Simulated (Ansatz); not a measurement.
Two structures of GaPH₆S, singlet, reached by relaxing down either side of one saddle point (PBE0-D4/def2-TZVP). Energies are electronic, without zero-point energy. Ansatz 0.2.0; basis: def2-TZVPP and def2-QZVPP; cores frozen in the correlated methods. Filled d shells of the heavier atoms are correlated. The def2 sets are not built for correlating such inner shells, so the correlated values are less sure here. Extrapolation: Hartree–Fock as exp(−7.88 √X), correlation as X^−2.97. First:

```xyz
9
angstrom
Ga -0.9698 0.5353 -0.7933
S 0.9922 1.4513 -1.4397
H -1.5396 -0.5054 -1.8152
H -1.8303 1.3697 0.2154
H 1.2630 -1.7823 0.1454
P 0.2595 -1.0421 0.7995
H 0.9912 2.4039 -0.4941
H 1.0716 -0.3702 1.7339
H -0.2379 -2.0601 1.6479
```

Second:

Ga1  (-1.218, 0.158, -0.231)
S2  (1.015, 1.071, -1.246)
H3  (-1.691, -0.523, -1.568)
H4  (-1.752, 1.577, 0.189)
H5  (1.648, -0.112, -1.324)
P6  (-0.507, -1.260, 1.490)
H7  (1.605, 1.378, -0.079)
H8  (0.426, -0.347, 2.052)
H9  (0.474, -1.941, 0.718)
(Å)

(1) Which bonds change from the first to the second?

(2) Give the saddle point's structure and its height above each. (To be estimated.)

The T1 diagnostic stays at or below 0.014.

Results:

(1) GaH₃S ([SH][GaH2]) + PH₃ → GaPH₄ ([PH2][GaH2]) + H₂S (still joined by a long Ga–S bond); bonds formed: S2–H5; dative contacts that become bonds: Ga1–P6; bonds broken: H5–P6; bonds weakened to dative contacts: Ga1–S2.

(2) The calculation gives: 1.426 eV above the first and 0.832 eV above the second (CCSD(T) at an estimated basis limit (MP2 extrapolated from triple and quadruple zeta, plus CCSD(T) − MP2 in triple zeta)).
```tsv
atom	x (Å)	y (Å)	z (Å)
Ga1	-1.0916	0.4069	-0.5229
S2	1.1411	0.8016	-1.3566
H3	-1.7893	-0.5155	-1.5628
H4	-1.5814	1.6551	0.2657
H5	0.7120	-0.2373	-0.0879
P6	-0.2060	-1.1586	1.1891
H7	1.4036	1.7682	-0.4624
H8	0.8246	-0.5546	1.9467
H9	0.5871	-2.1658	0.5909
```

Labels in which every atom is bracketed show which atoms are joined, not bond orders.

For scale, one of the runs: CCSD(T)/def2-TZVPP, 216 basis functions, launched by `ansatz run in.yaml --threads 4 --pin off --events-out ev --progress --plain --max-ram 9574MiB`. Hardware: 4 CPU threads of an Arm Neoverse V1, shared host. Wall time 70 s; peak host memory 2.9 GiB.
